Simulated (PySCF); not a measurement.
C₃H₅NOSi, SMILES N#CC[SiH2]C=O.

The structure is a stationary point at PBE-D3(BJ)/def2-SVP. The structure was generated by enumeration, and PubChem lists no compound with its InChIKey, so it may never have been made. The values are those of a single conformer.

The numbers are results of PBE-D3(BJ)/def2-SVP run with PySCF 2.14.0, not measurements.

Frequencies are harmonic and unscaled.

| mode | ν (cm⁻¹) | IR (km/mol) | moving atoms (share of kinetic energy) |
|---|---|---|---|
| 1 | 18 | 12.5 | C 35 %, N 23 %, H 22 %, O 17 % |
| 2 | 92 | 10.4 | O 29 %, N 26 %, Si 24 %, C 14 % |
| 3 | 97 | 3.1 | H 41 %, C 35 %, O 13 % |
| 4 | 163 | 1.1 | C 32 %, N 31 %, O 26 % |
| 5 | 366 | 0.0 | C 48 %, H 33 %, N 19 % |
| 6 | 395 | 12.3 | Si 35 %, O 34 %, C 23 % |
| 7 | 401 | 7.2 | H 83 %, Si 11 % |
| 8 | 466 | 5.3 | C 69 %, Si 13 %, N 12 % |
| 9 | 531 | 1.0 | H 92 % |
| 10 | 567 | 45.3 | C 49 %, H 38 %, Si 11 % |
| 11 | 706 | 10.1 | C 56 %, H 21 %, Si 21 % |
| 12 | 801 | 21.5 | H 62 %, C 33 % |
| 13 | 802 | 106.5 | H 64 %, Si 20 %, C 15 % |
| 14 | 877 | 12.3 | H 60 %, C 36 % |
| 15 | 892 | 55.1 | H 96 % |
| 16 | 960 | 0.7 | C 45 %, H 32 %, N 23 % |
| 17 | 1103 | 1.0 | H 87 %, C 12 % |
| 18 | 1141 | 39.5 | H 54 %, C 43 % |
| 19 | 1334 | 24.3 | H 83 %, C 11 % |
| 20 | 1345 | 10.5 | H 89 %, C 10 % |
| 21 | 1727 | 112.3 | C 57 %, O 42 % |
| 22 | 2168 | 44.2 | H 98 % |
| 23 | 2181 | 73.8 | H 96 % |
| 24 | 2289 | 32.6 | C 63 %, N 37 % |
| 25 | 2733 | 181.0 | H 92 % |
| 26 | 2993 | 1.8 | H 95 % |
| 27 | 3048 | 2.1 | H 91 %, C 9 % |
